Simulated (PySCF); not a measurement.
**Working out the ionisation energy of S+**

S+ [Ne] 3s2 3p3 (4S) → S(2+) [Ne] 3s2 3p2 (3P). Calculation: PySCF 2.14, in def2-QZVPPD; the non-relativistic Hamiltonian (point nucleus). Frozen: 1s2. Energies in hartree (1 hartree = 27.21139 eV):

```csv
part,S+ (lower),S(2+) (upper)
UHF,-397.173617,-396.338551
MP2 opposite-spin,-0.199212,-0.188196
MP2 same-spin,-0.082998,-0.069054
```

Q: What does Hartree-Fock give?

A: (-396.338551) − (-397.173617) = 0.835066 hartree = 22.723 eV.

Q: What do MP2 and SCS-MP2 (6/5 opposite-spin, 1/3 same-spin) give?

A: The opposite-spin parts differ by 0.300 eV and the same-spin parts by 0.379 eV. MP2: 22.723 + (0.300) + (0.379) = 23.402 eV. SCS-MP2: 22.723 + 1.2 × (0.300) + (0.379)/3 = 23.209 eV.

A first-order spin-orbit estimate adds -0.061 eV to MP2 (valence and next inner shell), giving 23.341 eV against 23.338 eV (measured; NIST Atomic Spectra Database, ionization energies).

What remains against the reference includes basis incompleteness, the frozen core and correlation beyond second order.
